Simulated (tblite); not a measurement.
C4H8SSi2.
Z-matrix (Å and degrees, GFN2-xTB geometry), rows numbered from 1:
```
Si
S   1  2.1524
C   2  1.7465  1  105.88
C   3  1.3433  2  127.04  1    -0.00
C   4  1.4492  3  115.29  2   179.92
C   5  1.3421  4  117.12  3     0.13
Si  6  1.8807  5  109.57  4    -0.11
H   1  1.4577  2  108.99  3    61.12
H   1  1.4581  2  108.80  3   -60.82
H   1  1.4519  2  101.66  3  -179.91
H   4  1.0817  3  124.74  2    -0.13
H   5  1.0817  4  118.98  3  -179.92
H   6  1.0766  5  122.08  4   179.94
H   7  1.4613  3  111.78  2    63.77
H   7  1.4611  3  111.79  2   -64.01
```

Calculated harmonic vibrations of the isolated species, GFN2-xTB (tblite), most abundant isotopes, no scaling. Errors from tens to a few hundred cm⁻¹ against measured bands are possible. Modes of hydrogen on silicon can be 10 to 20 % off. One conformer, not necessarily the lowest.

Harmonic wavenumbers (cm⁻¹): 28.0, 128.6, 146.2, 186.2, 209.8, 274.1, 372.4, 375.5, 497.9, 500.6, 524.9, 531.4, 537.1, 583.8, 607.9, 648.9, 730.0, 746.0, 762.4, 763.0, 783.7, 810.5, 836.3, 905.8, 969.3, 1049.4, 1123.1, 1232.8, 1315.6, 1512.6, 1598.3, 2275.3, 2277.7, 2305.2, 2313.9, 2370.6, 3043.6, 3056.4, 3103.4.

A = 3351, B = 879.8, C = 708.4 MHz; mass 143.989 u (most abundant isotopes); point group Cs, symmetry number 1.

Task: Zero-point energy?

Result: Half the sum of the wavenumbers: 21019 cm⁻¹ = 60.10 kcal/mol.

Task: Give the ideal-gas entropy at 500 K and 1 bar in the rigid-rotor, harmonic-oscillator model (classical rotation).

Result: Translation 43.40, rotation 30.96, vibration 45.45: S = 119.8 cal/(mol K).

Task: And Cp and H(500 K) − H(0)?

Result: Cp = 52.58 cal/(mol K), of which vibrations give 44.63 (their classical limit is 39 R = 77.5); H(500 K) − H(0) = 15.91 kcal/mol without the zero-point energy, 11.93 from vibrations.

Task: How do the functions run with temperature in this model?

Result: 
| T (K) | S (cal/(mol K)) | Cp (cal/(mol K)) | H − H(0) (kcal/mol) | G − H(0) (kcal/mol) | ln q(vib) |
| --- | --- | --- | --- | --- | --- |
| 50 | 59.0 | 11.6 | 0.48 | -2.47 | 0.64 |
| 100 | 68.6 | 16.5 | 1.18 | -5.67 | 1.56 |
| 298.15 | 96.3 | 38.1 | 6.62 | -22.11 | 5.96 |
| 373.15 | 105.6 | 44.5 | 9.72 | -29.69 | 7.78 |
| 750 | 143.3 | 62.9 | 30.45 | -77.00 | 16.62 |
| 1000 | 162.3 | 69.4 | 47.05 | -115.27 | 21.81 |

q(vib) and H(0) count from the zero-point level.

Task: Which modes carry the vibrational entropy at 500 K?

Result: 28.0 cm⁻¹: 6.99; 128.6 cm⁻¹: 3.97; 146.2 cm⁻¹: 3.72; 186.2 cm⁻¹: 3.25; 209.8 cm⁻¹: 3.02; 274.1 cm⁻¹: 2.51 cal/(mol K); the other 33 give 21.98 together.

Hindered rotation and anharmonicity are outside this model. Other conformers, if any are populated, would add a mixing term that is left out.

The run took 1.9 s on Intel Xeon at 2.50 GHz, one thread, shared host. This covers the Hessian and the dipole derivatives.
